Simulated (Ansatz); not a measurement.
`CO[SiH2]O[SiH](O)O`. Total charge 0; spin multiplicity 1. The structure was optimised at the PBE0-D4/def2-TZVP level. It is one conformer, not always the lowest.

```xyz
15

C     1.261    1.312   -1.852
O     0.526    0.620   -0.864
Si    1.090    0.383    0.671
O    -0.098   -0.373    1.468
Si   -1.638   -0.893    1.222
O    -1.928   -0.872   -0.384
O    -1.861   -2.393    1.810
H     1.508    2.327   -1.526
H     0.648    1.377   -2.752
H     2.187    0.784   -2.101
H     1.393    1.696    1.293
H     2.309   -0.462    0.635
H    -2.546   -0.030    1.993
H    -1.300   -0.346   -0.895
H    -1.551   -3.130    1.281
```

(1) What is the dipole moment at PBE/def2-TZVPP? (An estimate is asked.)

(2) And with r2SCAN, B3LYP, ωB97M-V? (An estimate is asked.)

(3) Give the Mulliken charges with PBE, ωB97M-V, B3LYP in def2-TZVPP. (Estimate.)

Answers

(1) Computed: 3.41 D, with components (2.52, 0.92, -2.10) D in this frame, pointing from negative to positive charge.

(2) Ansatz gave: r2SCAN 3.50 D, B3LYP 3.58 D, ωB97M-V 3.60 D.

(3) The calculation gave: 
```
atom    PBE  ωB97M-V  B3LYP
  C1  -0.15    -0.18  -0.13
  O2  -0.33    -0.40  -0.41
 Si3   0.49     0.50   0.58
  O4  -0.30    -0.39  -0.38
 Si5   0.57     0.65   0.70
  O6  -0.37    -0.40  -0.41
  O7  -0.35    -0.38  -0.39
  H8   0.10     0.12   0.11
  H9   0.10     0.12   0.11
 H10   0.10     0.12   0.11
 H11  -0.08    -0.04  -0.08
 H12  -0.08    -0.05  -0.09
 H13  -0.10    -0.06  -0.11
 H14   0.20     0.20   0.21
 H15   0.19     0.18   0.19
```

B3LYP here is the variant with VWN-RPA as its local correlation; programs differ in this.
